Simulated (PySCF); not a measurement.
Broadened absorption spectrum of C4H4FNSe

C₄H₄FNSe.
SMILES: `FCC1=C[Se]C=N1`

Method: PySCF, TDDFT PBE0/def2-SVPD, vertical, gas phase, core orbitals frozen in the response. Isolated species at its PBE0-D3(BJ)/def2-SVP geometry (one conformer only). Relativistic effects, spin–orbit coupling among them, are left out although an element past zinc is present. Torsions of this conformer, `[F:1][CH2:2][c:3]1[cH:4][se:5][cH:6][n:7]1`: F1–C2–C3–C4 2°.

Each state is given a Gaussian of 0.4 eV full width at half maximum, with ε(max) = 2.175×10⁸ f / Δν̃ (Δν̃ the width in cm⁻¹). The width is an assumption, not a result. The curve ends short of the highest state used, and states not computed would add to its high-energy end.

| λ (nm) | ε (L mol⁻¹ cm⁻¹) |
| --- | --- |
| 207.1 | 2940 |
| 208.6 | 2742 |
| 210.0 | 2431 |
| 211.4 | 2050 |
| 212.9 | 1622 |
| 214.3 | 1249 |
| 215.8 | 918 |
| 217.2 | 693 |
| 218.7 | 552 |
| 220.1 | 521 |
| 221.6 | 597 |
| 223.0 | 770 |
| 224.5 | 1062 |
| 225.9 | 1428 |
| 227.4 | 1900 |
| 228.8 | 2391 |
| 230.3 | 2931 |
| 231.7 | 3407 |
| 233.2 | 3841 |
| 234.6 | 4138 |
| 236.1 | 4310 |
| 237.5 | 4323 |
| 239.0 | 4183 |
| 240.4 | 3926 |
| 241.9 | 3547 |
| 243.3 | 3131 |
| 244.8 | 2654 |
| 246.2 | 2212 |
| 247.7 | 1768 |
| 249.1 | 1397 |
| 250.6 | 1057 |
| 252.0 | 795 |
| 253.5 | 571 |
| 254.9 | 410 |
| 256.3 | 289 |
| 257.8 | 194 |
| 259.2 | 131 |
| 260.7 | 84 |
| 262.1 | 55 |
| 263.6 | 34 |
| 265.0 | 21 |
| 266.5 | 13 |
| 267.9 | 8 |
| 269.4 | 4 |

**Question.** Where are the band maxima, and which computed states make them?

**Answer.** 237 nm (5.23 eV), ε about 4300, made up of S2 (98%) (ε in L mol⁻¹ cm⁻¹; maxima over ε = 5, shares over 10%). At its high-energy end, 5.99 eV, the curve is still rising (ε about 2900, from S4). The states used: S1 5.20 eV (f 0.0004); S2 5.23 eV (f 0.063); S3 5.28 eV (f 0.0007); S4 6.01 eV (f 0.044); S5 6.13 eV (f 0.0006); S6 6.59 eV (f 0.047).

**Question.** Coming from long wavelengths, where does ε first pass 100 L mol⁻¹ cm⁻¹?

**Answer.** At about 260 nm (4.77 eV), 0.44 eV below S1.

**Question.** What would ε be at 5.23 eV, the highest of these maxima, with half the width (0.2 eV)?

**Answer.** About 8650 L mol⁻¹ cm⁻¹ against 4330, a factor of about 2.00; a lone state at its own centre would give exactly 2.

**Question.** On this curve, what absorbance would a 10⁻³ mol/L sample give at 248 nm over a 1 cm path?

**Answer.** 248 nm is 4.999 eV, where ε is about 1700 L mol⁻¹ cm⁻¹, so A = ε c l ≈ 1.7 (Beer–Lambert, with the gas-phase spectrum and the assumed width).
